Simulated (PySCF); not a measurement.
## Spin states and ions at one geometry of [Bi(OCH3)]2+

PySCF 2.14.0, RKS r2SCAN, Bi def2-SVP with ECP60, O def2-SVP, C def2-SVP, H def2-SVP; non-relativistic Hamiltonian with scalar-relativistic core potentials where named; density fitting; no spin-orbit coupling; singlets restricted, open shells unrestricted. The geometry is relaxed for charge +2, singlet, vacuum:

```xyz
6

Bi    0.0000    0.0000   -0.3528
O     0.0000    0.0000    1.5925
C     0.0000    0.0000    3.0229
H    -1.0548    0.0000    3.3574
H     0.5275   -0.9135    3.3574
H     0.5275    0.9135    3.3573
```

Energies count from the relaxed state; an electron taken off or put on is at rest in vacuum. Charges and spins are Mulliken's.

```
                     state  energy (eV)  spin squared  charge on Bi1 (e)  spin on Bi1 (e)  dipole about the centre of mass (D)
charge +2, singlet, vacuum         0.00          0.00               1.81             0.00                                 3.82
charge +3, doublet, vacuum        22.09          0.76               2.31             0.00                                10.54
charge +1, doublet, vacuum       -13.48          0.76               1.11             0.93                                 1.52
```

**Question.** What does the state charge +2, triplet, vacuum give?

**Answer.** energy (eV) 2.27, spin squared 2.01, charge on Bi1 (e) 1.55, spin on Bi1 (e) 0.99, dipole about the centre of mass (D) 8.04.

With an electron taken off (doublet) the charges change, summed by element, by Bi +0.50 e, O +0.05 e, C +0.11 e, H +0.34 e. The vertical ionisation energy is 22.09 eV, against −ε(HOMO) = 19.00 eV of the relaxed state. The level lies 3.1 eV too high, as is usual for semilocal functionals and global hybrids, which keep a self-interaction error.

With an electron put on (doublet) the charges change, summed by element, by Bi -0.70 e, O -0.09 e, C +0.02 e, H -0.23 e. The vertical electron affinity is 13.48 eV, against −ε(LUMO) = 16.36 eV of the relaxed state.

Open shells may have lower solutions than those found.

No frequency check is given that shows the relaxed geometry to be a minimum.
